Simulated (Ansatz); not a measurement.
C₂HF₂O₂, doublet, at a GFN2-xTB geometry. Base run: HF/6-31G* in Ansatz (a first-principles code).

Ansatz was given this input:
Ansatz 0.2 input:
```yaml
crystal:
  periodic: [false, false, false]
  atoms:
    - {symbol: O, position_ang: [1.00908423, 1.50155229, 0.03543537]}
    - {symbol: C, position_ang: [0.71160733, 0.32632795, 0.04060336]}
    - {symbol: O, position_ang: [1.60255857, -0.67830943, 0.12156161]}
    - {symbol: C, position_ang: [-0.63484075, -0.16142983, -0.03898753]}
    - {symbol: F, position_ang: [-1.68096637, 0.62644498, -0.12569638]}
    - {symbol: F, position_ang: [-0.96947956, -1.43320129, -0.03424534]}
    - {symbol: H, position_ang: [2.50027146, -0.31452482, 0.17380460]}
basis:
  gaussian:
    orbitals: 6-31G*
hamiltonian:
  xc: hf
magnetization: {spin_polarized: true, initial_magnetization: 1}
```

The base run was repeated with changes; each row names its change, and settings that it needs were set with it.

| change | ΔE vs base (kcal/mol) |
|---|---|
| base | 0.000 |
| point_charge = charge:1.0 position_ang:-3.354, 3.5632, 0.1369 | -5.58 |
| fitting.mean_field = def2-universal-JKFIT | 0.171 |
| point_charge = charge:-1.0 position_ang:-1.4406, 4.4481, 1.8824 | 3.88 |
| lower_state_search = light | 0.000 |
| forces = on | 0.000 |
| nuclear_model = gaussian | 0.047 |
| point_charge = charge:0.5 position_ang:-2.1862, -1.3552, 4.3114 | 0.378 |
| fitting.mean_field = cc-pVTZ-JKFIT | 0.114 |
| lower_state_search = off | 0.000 |
| lower_state_search = full | 0.000 |
